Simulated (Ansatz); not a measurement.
One change: `C[CH2][Sn]([F])([F])[F]` becomes `[NH2][Sn]([F])([F])[F]`.

Ansatz, PBE0-D4/def2-TZVP geometries, multiplicity 1. Each molecule was computed in one conformer, which needn't be the lowest.

Elements past krypton have def2 core potentials.

| property | `C[CH2][Sn]([F])([F])[F]` |
| --- | --- |
| size of the dipole moment (B3LYP/def2-TZVPP) / D | 5.18 |
| LUMO energy (PBE/def2-TZVPP) / eV | -2.75 |
| LUMO energy (PBE0/def2-TZVPP) / eV | -1.76 |
| HOMO energy (PBE/def2-TZVPP) / eV | -8.09 |
| HOMO energy (PBE0/def2-TZVPP) / eV | -9.47 |
| HOMO–LUMO gap (PBE/def2-TZVPP) / eV | 5.34 |

Problem. Give the same properties after the change, and the shifts. (An estimate is asked.)

Solution. Ansatz gave: 
```json
{"property": "size of the dipole moment (B3LYP/def2-TZVPP) / D", "`[NH2][Sn]([F])([F])[F]`": "3.79", "shift": "-1.39"}
{"property": "LUMO energy (PBE/def2-TZVPP) / eV", "`[NH2][Sn]([F])([F])[F]`": "-3.42", "shift": "-0.67"}
{"property": "LUMO energy (PBE0/def2-TZVPP) / eV", "`[NH2][Sn]([F])([F])[F]`": "-2.43", "shift": "-0.67"}
{"property": "HOMO energy (PBE/def2-TZVPP) / eV", "`[NH2][Sn]([F])([F])[F]`": "-7.57", "shift": "0.52"}
{"property": "HOMO energy (PBE0/def2-TZVPP) / eV", "`[NH2][Sn]([F])([F])[F]`": "-9.13", "shift": "0.34"}
{"property": "HOMO–LUMO gap (PBE/def2-TZVPP) / eV", "`[NH2][Sn]([F])([F])[F]`": "4.15", "shift": "-1.19"}
```

With PBE0 the HOMO rises by 0.34 eV and the LUMO falls by 0.67 eV, so the gap narrows by about 1.01 eV. PBE moves the HOMO by 0.52 eV and ωB97M-V by 0.12 eV. Dipoles are sizes alone; their direction can turn.

Positive LUMOs are unbound, so they and the gaps depend on the basis.

B3LYP here is the variant with VWN-RPA as its local correlation; programs differ in this.
